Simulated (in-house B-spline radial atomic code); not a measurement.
A fraction x of an electron is removed from 3s in Cl IV (Cl3+), starting from [Ne] 3s2 3p2 and keeping the highest spin. All numbers are computed (scalar-relativistic (X2C) PBE, spin-polarised, spherical fractional occupations; Fermi nucleus of rms radius 3.3654 fm) with a radial B-spline atomic code at the basis-set limit, not measured.

| x | E(x) - E(0) (eV) | 3s down level (eV) |
| --- | --- | --- |
| 0 | 0.0000 | -56.935 |
| 0.03 | 1.7141 | -57.336 |
| 0.22 | 12.8489 | -59.873 |
| 0.36 | ? | ? |
| 0.41 | 24.4663 | -62.417 |
| 0.5 | 30.1383 | -63.630 |
| 0.52 | ? | ? |
| 0.67 | 41.1525 | -65.960 |
| 0.75 | 46.4742 | -67.087 |
| 0.98 | 62.2718 | -69.886 |
| 1 | 63.6659 | - |

Task: What belongs in the row x = 0.36?

Result: An energy change of 21.3622 eV; 3s down at -61.746 eV.

Task: What belongs in the row x = 0.52?

Result: An energy change of 31.4136 eV; 3s down at -63.901 eV.

Task: Check Janak's theorem between x = 0.03 and 0.22.

Result: The slope of the energy is 58.60 eV; the orbital levels give 58.60 eV (-ε of the emptying orbital, averaged over the two points).
